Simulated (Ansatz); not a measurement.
Ansatz (an electronic-structure program) input (PBE/def2-TZVPD):

Ansatz 0.2 input:
```yaml
crystal:
  periodic: [false, false, false]
  atoms:
    - {symbol: Sb, position_ang: [0.06785236, 0.04010139, 0.98563919]}
    - {symbol: Br, position_ang: [0.88206480, -1.82779314, -0.70905765]}
    - {symbol: Br, position_ang: [-0.98093538, 1.76935969, -0.72715946]}
basis:
  gaussian:
    orbitals: def2-TZVPD
hamiltonian:
  xc: {name: PBE}
total_charge: -1
output: {forces: true}
```

Output:

```
Functional definition: PBE
integrals: 0.11 GiB planned
1253 factors; their error is unknown
mean field: 0.66 GiB planned
mean field evaluation 1: about -146612.3527 eV, gradient 2.9e1 eV
mean field evaluation 2: about -146610.6653 eV, gradient 4.0e1 eV
mean field evaluation 4: about -146613.2905 eV, gradient 1.9e0 eV
mean field evaluation 8: about -146613.3011 eV, gradient 2.7e-2 eV
mean field evaluation 16: about -146613.2906 eV, gradient 4.5e-5 eV
mean field evaluation 32: about -146609.6200 eV, gradient 1.3e1 eV
mean field -146613.29060998 eV, -5387.9390518590 hartree, gradient 3.7e-5 eV, S^2 0.000000; 3 other end points of the search recorded, 0 dependent functions left out
the calculation of the forces begins
reference -146613.29065948 eV, -5387.9390536782 hartree; 47, 47 occupied and 123, 123 virtual orbitals, 1253 factors
Total energy: -146613.29065948 eV, -5387.9390536782 hartree
Atom 0 at     0.067852     0.040101     0.985639 Å, force    -0.006343    -0.003749    -0.092135 eV/Å
Atom 1 at     0.882065    -1.827793    -0.709058 Å, force    -0.013930     0.034894     0.045902 eV/Å
Atom 2 at    -0.980935     1.769360    -0.727159 Å, force     0.020273    -0.031145     0.046234 eV/Å
Dipole moment:     0.014182     0.008382     0.206018 e Å
```
